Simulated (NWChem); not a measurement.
Species: BaO; SMILES [Ba]=[O]

All runs: NWChem. All runs use the structure optimised with PBE0-D3(BJ)/def2-TZVP. def2 effective core potentials on Ba; no spin-orbit coupling. Ions are spin-unrestricted doublets at the neutral geometry; other ion states weren't tried.

For level CAM-B3LYP/def2-SVPD:

```yaml
"−ε(HOMO) (eV)": 5.97
```

Question: How do the values read with level Hartree-Fock/def2-SVPD instead?

Answer: The −ε(HOMO) (eV) is 7.39.
